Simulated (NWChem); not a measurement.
# C₂H₄F₂ cation, doublet; SMILES of the neutral closed-shell parent CC(F)F

```xyz
8

C      0.0009     1.5652    -0.1656
C     -0.0003    -0.2172     0.3615
F     -1.0867    -0.7064    -0.1359
F      1.0845    -0.7082    -0.1372
H     -0.0018     1.4120    -1.2462
H     -0.9269     1.9193     0.2838
H      0.9316     1.9166     0.2796
H      0.0005    -0.0409     1.4501
```
Atoms are numbered in this order, from 1.

Level: B3LYP/6-31G* (spherical d), spin-unrestricted (NWChem), optimised geometry, unscaled harmonic frequencies. The spin multiplicity was typed, not searched, and may not be the lowest.

| frequency (cm⁻¹) | IR intensity (km/mol) |
|---|---|
| 192 | 0.3 |
| 270 | 0.4 |
| 331 | 9.4 |
| 408 | 21.9 |
| 599 | 12.2 |
| 760 | 1.7 |
| 761 | 0.5 |
| 1092 | 9.8 |
| 1241 | 107.2 |
| 1257 | 72.1 |
| 1285 | 10.2 |
| 1421 | 9.4 |
| 1436 | 11.4 |
| 1450 | 149.6 |
| 3045 | 52.7 |
| 3086 | 14.1 |
| 3246 | 25.2 |
| 3256 | 19.8 |

The zero-point energy is 35.9 kcal/mol. The thermal correction to the enthalpy at 298.15 K (with zero-point energy) comes out as 39.6 kcal/mol and the heat capacity Cv comes out as 16.1 cal/(mol K). The entropy at 298.15 K and 1 atm (symmetry number 1, electronic part: spin degeneracy alone) is 71.3 cal/(mol K).

Rigid rotor and harmonic oscillator.
